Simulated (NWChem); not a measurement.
System meant: N2H3, doublet; SMILES N[NH]

Here is an NWChem input.

```
start job
memory heap 200 mb stack 900 mb global 1100 mb
geometry units angstroms noautoz
  N     -0.117564    -0.749411     0.004382
  N     -0.014151     0.582869    -0.062414
  H      0.836710    -1.109910    -0.044328
  H      0.833011     1.052962     0.228809
  H     -0.865213     1.070476     0.167715
end
basis spherical
  * library def2-svp
end
dft
  odft
  mult 2
  xc xpbe96 cpbe96
  iterations 4
  mulliken
end
task dft energy
```

End of the output:

```
     --------------------------
     Expectation value of S2:
     --------------------------
      <S2> =      0.7517 (Exact =     0.7500)

 center of mass
 --------------
 x =  -0.04946812 y =  -0.06307474 z =  -0.02229022

 moments of inertia (a.u.)
 ------------------
          57.893804663382          -0.000000000000           0.000000000000
          -0.000000000000           8.753398222661           0.000000000000
           0.000000000000           0.000000000000          65.715053078089

     Multipole analysis of the density
     ---------------------------------

     L   x y z        total         alpha         beta         nuclear
     -   - - -        -----         -----         ----         -------
     0   0 0 0     -0.000000     -9.000000     -8.000000     17.000000

     1   1 0 0      0.565875      0.341202      0.224673      0.000000
     1   0 1 0      0.822227      0.712687      0.109540      0.000000
     1   0 0 1      0.270889      0.174742      0.096147     -0.000000

     2   2 0 0     -7.873563     -8.160701     -7.732317      8.019455
     2   1 1 0     -1.522706     -0.040096      0.191826     -1.674436
     2   1 0 1      0.012294     -0.016175      0.002313      0.026156
     2   0 2 0     -8.813757    -23.237393    -20.523046     34.946683
     2   0 1 1      0.681715     -0.006727     -0.214732      0.903174
     2   0 0 2    -10.069120     -5.947810     -4.523096      0.401786

 ------------------------------------------------------------------------
 dft energy failed                                                                                  0
 ------------------------------------------------------------------------
 ------------------------------------------------------------------------
  current input line :
    20: task dft energy
 ------------------------------------------------------------------------
 ------------------------------------------------------------------------
 This type of error is most commonly associated with calculations not reaching convergence criteria
 ------------------------------------------------------------------------
 For more information see the NWChem manual at https://nwchemgit.github.io

0:dft energy failed:Received an Error in Communication
```

Task: Find the fault in this run and fix the input.

Result: The run did not converge; its last values are not results. Cause: the SCF was allowed too few iterations. This input runs:
```
start job
memory heap 200 mb stack 900 mb global 1100 mb
geometry units angstroms noautoz
  N     -0.117564    -0.749411     0.004382
  N     -0.014151     0.582869    -0.062414
  H      0.836710    -1.109910    -0.044328
  H      0.833011     1.052962     0.228809
  H     -0.865213     1.070476     0.167715
end
basis spherical
  N library def2-svp
  H library def2-svp
end
dft
  odft
  mult 2
  xc xpbe96 cpbe96
  iterations 150
  mulliken
end
task dft energy
```
It converges to -111.01128 Ha (PBE/def2-SVP, spin-unrestricted).
